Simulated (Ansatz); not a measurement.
# Counterpoise correction, worked out

The pair of H$_{2}$ (SMILES [H][H], atoms 1–2) and CH$_{3}$I (SMILES CI, atoms 3–7), both closed shells, in one local arrangement (a lower one may exist), relaxed at PBE0-D4/def2-TZVP:

H1  (0.307, 0.161, -2.705)
H2  (0.133, -0.430, -2.283)
C3  (-0.042, 0.275, 1.030)
I4  (-0.471, -1.788, 0.732)
H5  (-0.913, 0.730, 1.492)
H6  (0.826, 0.341, 1.678)
H7  (0.159, 0.712, 0.056)
(Å)

Computed with Ansatz 0.2.0 (basis: def2-TZVPPD); correlated methods freeze the cores. Filled d shells of the heavier atoms are correlated. Core potentials replace the inner electrons of the atoms past krypton. The def2 sets are not built for correlating such inner shells, so the correlated values are less sure here.

CCSD(T) total energies in eV:

| system | geometry | basis functions | energy |
| --- | --- | --- | --- |
| pair | pair | all | -9201.60042 |
| H$_{2}$ | as in the pair | all (partner as ghosts) | -31.90529 |
| CH$_{3}$I | as in the pair | all (partner as ghosts) | -9169.67438 |
| H$_{2}$ | as in the pair | its own | -31.90414 |
| CH$_{3}$I | as in the pair | its own | -9169.66393 |
| H$_{2}$ | free (PBE0-D4 minimum) | its own | -31.90433 |
| CH$_{3}$I | free (PBE0-D4 minimum) | its own | -9169.66399 |

Question: Work out the interaction energy with and without the counterpoise correction, the superposition error, and the binding energy from the relaxed fragments.

Answer: Without correction: -9201.60042 − (-31.90414) − (-9169.66393) = -0.03235 eV.
With correction (each fragment in the whole basis): -9201.60042 − (-31.90529) − (-9169.67438) = -0.02075 eV = -0.48 kcal/mol.
The superposition error is the difference, 0.01160 eV, 36 % of the uncorrected value: each fragment borrows its partner's functions.
Deformation from the free shapes: 0.00019 eV for H$_{2}$ and 0.00006 eV for CH$_{3}$I.
Binding energy from relaxed fragments: -0.02075 + 0.00019 + 0.00006 = -0.02050 eV = -0.47 kcal/mol (electronic, without zero-point energy; negative means bound). For comparison, the corrected interaction energy by CCSD(T) at an estimated basis limit (MP2 extrapolated from triple and quadruple zeta, plus CCSD(T) − MP2 in triple zeta) is -0.028 eV; triple zeta with the correction binds less.

No T1 diagnostic of these runs exceeds 0.008.

For scale, one of the runs: CCSD(T)/def2-TZVPPD, 181 basis functions, launched by `ansatz run in.yaml --threads 2 --pin off --events-out ev --progress --plain --max-ram 5222MiB`. Hardware: 2 CPU threads of an Arm Neoverse V1, shared host. Wall time 66 s; peak host memory 2 GiB.
